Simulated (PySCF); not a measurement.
Computed shifts of a molecule C₄H₄Cl₂, PBE/pcSseg-1 in PySCF, GIAO, gas phase, atoms alike by connectivity averaged where their shifts nearly agree, in ppm (number of nuclei): ¹³C: 135.9 (2), 130.4 (2). ¹H: 7.06 (2), 6.36 (2). References: ³⁵Cl against HCl (σ = 936.5 ppm); ¹³C against TMS (σ = 182.0 ppm); ¹H against TMS (σ = 31.49 ppm), references at their B3LYP-D3(BJ)/def2-TZVP geometries, non-relativistic (without spin–orbit terms, shifts of atoms bonded to Cl or Br come out too high). Coordinates come from a PBE0-D3(BJ)/def2-SVP optimisation. One conformer was computed; it need not be the lowest.

Problem. Identify the compound among the candidates.
(A) CC(Cl)=C=CCl
(B) Cl/C=C\C=C/Cl
(C) ClC=C=CCCl
(D) ClC1=C(Cl)CC1

Solution. B, Cl/C=C\C=C/Cl
